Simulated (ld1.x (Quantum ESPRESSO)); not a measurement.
**Ti (Z = 22): one change to a PAW potential, before and after**

* Element: titanium (Ti)
* Generator: ld1.x (Quantum ESPRESSO) 7.5
* Type: PAW
* Functional: PBE
* Relativity: scalar-relativistic
* Frozen core: [Ne]
* Valence charge: 12
* Reference configuration: 3s2 3p6 3d3 4s1 4p0
* Partial waves: 3s (bound): rcut 1.35, rcutus 1.50 bohr; 4s (bound): rcut 1.35, rcutus 1.50 bohr; 3p (bound): rcut 1.70, rcutus 1.85 bohr; 4p (bound, empty): rcut 1.70, rcutus 1.85 bohr; 3d (bound): rcut 1.05, rcutus 1.35 bohr; 3d channel at 0.85 Ry: rcut 1.05, rcutus 1.35 bohr
* Local potential: all-electron potential smoothed inside 1.70 bohr (lloc = -2)
* Core correction: Bessel-smoothed model core, default radius (core density twice the valence density)
* Augmentation charge: GAUSS, radius 0.90 bohr

All-electron outer shells of the reference configuration (PBE, scalar-relativistic, ld1.x):

```json
{"shell": "2s", "level (eV)": "-533.18", "outermost node (bohr)": "0.09", "outermost maximum (bohr)": "0.27"}
{"shell": "2p", "level (eV)": "-440.56", "outermost node (bohr)": "–", "outermost maximum (bohr)": "0.22"}
{"shell": "3s", "level (eV)": "-59.32", "outermost node (bohr)": "0.40", "outermost maximum (bohr)": "0.87"}
{"shell": "3p", "level (eV)": "-35.70", "outermost node (bohr)": "0.37", "outermost maximum (bohr)": "0.90"}
{"shell": "4s", "level (eV)": "-3.73", "outermost node (bohr)": "1.26", "outermost maximum (bohr)": "3.07"}
{"shell": "3d", "level (eV)": "-1.92", "outermost node (bohr)": "–", "outermost maximum (bohr)": "1.02"}
{"shell": "4p", "level (eV)": "-1.12", "outermost node (bohr)": "1.42", "outermost maximum (bohr)": "4.20"}
```

Change: waves 3p (bound): rcut 1.66, rcutus 1.76 bohr; 4p (bound): rcut 1.66, rcutus 1.76 bohr.

Cutoffs: the cutoffs (Ry, on a coarse ladder) from which the occupation-weighted sum of valence levels, in a spherical-Bessel basis at the reference potential, stays within 10 and 1 mRy of its value at 400 Ry; they do not see the model core or the augmentation charge, which bear on the density cutoff. Errors are all-electron minus pseudo energies relative to the spin-unpolarised reference configuration.

Question: Predict the effect on cutoff, ghosts and configuration errors.

Answer: The potential gets neither clearly harder nor softer (50 Ry and 80 Ry → 50 Ry and 80 Ry); the d channel sets the loose cutoff, while the largest relative change is in p, which becomes harder; of the 7 tests that both files solve, the error grows in 0 and shrinks in 6 by more than 15 % and 0.3 meV (median size 5.6 → 3.1 meV); neither file shows a bound ghost. Less of the atom is replaced, so other configurations are described better.

| quantity | base | changed |
| --- | --- | --- |
| cutoff, loose | 50 Ry | 50 Ry |
| cutoff, tight | 80 Ry | 80 Ry |
| loose cutoff by channel (10 mRy a level) | s 18 Ry, p 18 Ry, d 45 Ry | s 18 Ry, p 21 Ry, d 45 Ry |
| bound ghosts | none | none |
| error for 3s2 3p6 3d2 4s2 4p0, meV [ΔE -1.11 eV] | +4.1 | +3.1 |
| error for 3s2 3p6 3d2 4s1 4p0, meV [ΔE 6.24 eV] | +2.4 | +1.9 |
| error for 3s2 3p6 3d2 4s0 4p0, meV [ΔE 19.81 eV] | +0.5 | +0.2 |
| error for 3s2 3p5 3d2 4s2 4p0, meV [ΔE 44.45 eV] | +64 | +30 |
| error for 3s2 3p6 3d1 4s0 4p0, meV [ΔE 46.76 eV] | +24 | +13 |
| error for 3s2 3p6 3d2 4s1 4p1, meV [ΔE 1.97 eV] | +5.6 | +3.2 |
| error for 3s2 3p6 3d2 4s0 4p1, meV [ΔE 10.02 eV] | +5.6 | +2.6 |
| lowest overlap eigenvalue by channel | s 0.16, p 0.11, d 0.95 | s 0.16, p 0.14, d 0.95 |
